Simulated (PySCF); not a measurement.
CClF2, multiplicity 2. Atoms are numbered in the order given.

```xyz
4

F     -1.0528     0.0781     1.0804
C     -0.4198    -0.3224     0.0000
F     -1.0528     0.0781    -1.0804
Cl     1.2629     0.0311     0.0000
```
Charge 0, spin multiplicity 2.

Geometry optimised at PBE0-D3(BJ)/def2-TZVP. The isomer is the one that the SMILES or the coordinates give; other isomers of the formula were not compared.

Calculation: PBE/def2-TZVPD (PySCF).

Gas-phase values at a fixed geometry.

The total energy is -697.62902 hartree and the point group comes out as Cs. The α spin, highest occupied and lowest empty level is -5.71 and -0.85 eV, the β spin, highest occupied and lowest empty level is -8.55 and -3.63 eV and the dipole moment is 0.28 D. The quadrupole, principal values (traceless, Buckingham form, about the centre of nuclear charge) comes out as -1.13, -0.09, 1.23 D·Å and the mean static polarisability is 32.4 bohr³ (4.80 Å³). The polarisability, principal values is 26.5, 30.0, 40.7 bohr³ and the ⟨S²⟩ is 0.752 (pure state 0.75).
